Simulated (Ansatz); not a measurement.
## Energy profile

The step: C₂H₈Si (CC[SiH3]) + H₂ → C₂H₆ (CC) + SiH₄; bonds formed: Si1–H8, C2–H7; bonds broken: Si1–C2, H7–H8 (atoms numbered as in the saddle structure below).

```xyz
13
angstrom
Si -0.6171 0.7823 1.0733
C 0.1458 -0.8556 -0.1472
C 0.4369 -0.2409 -1.5024
H -1.7577 0.7670 0.0669
H -0.0715 2.1527 0.8823
H -1.3012 0.4282 2.3433
H 0.6470 -0.2323 0.9557
H 0.8661 0.4209 1.8700
H 0.9215 -1.5880 0.1263
H -0.8067 -1.3892 -0.1003
H -0.3461 0.4654 -1.7895
H 1.3901 0.2939 -1.4959
H 0.4927 -1.0042 -2.2826
```

Electronic energies by CCSD(T) at an estimated basis limit (MP2 extrapolated from triple and quadruple zeta, plus CCSD(T) − MP2 in triple zeta), on PBE0-D4/def2-TZVP structures; C2H10Si, closed shell; no counterpoise correction. Computed with Ansatz 0.2.0 (basis: def2-TZVPP and def2-QZVPP); correlated methods freeze the cores. Extrapolation: Hartree–Fock as exp(−7.88 √X), correlation as X^−2.97.

Give the profile in kJ/mol, counted from the separated reactants. (Judge from chemistry; the value comes from the calculation.)

The calculation gives:
| point | kJ/mol |
| --- | --- |
| separated: C2H8Si (linked as [CH3][CH2][SiH3]; Si1, C2, C3, H4, H5, H6, H9, H10, H11, H12, H13; singlet) + H2 (H7, H8; singlet) | 0.0 |
| start structure | -2.0 |
| saddle | 302.6 |
| end structure | -34.1 |
| separated: SiH4 (Si1, H4, H5, H6, H8; singlet) + C2H6 (linked as [CH3][CH3]; C2, C3, H7, H9, H10, H11, H12, H13; singlet) | -30.1 |

No T1 diagnostic of these runs exceeds 0.012. The end structure is not quite a true minimum (one mode of 47i cm⁻¹).

For scale, one of the runs: CCSD(T)/def2-TZVPP, 244 basis functions, launched by `ansatz run in.yaml --threads 4 --pin off --events-out ev --progress --plain --max-ram 9574MiB`. The run took 68 s on 4 CPU threads of an Arm Neoverse V1 (shared host), with 4.8 GiB of host memory at its peak.
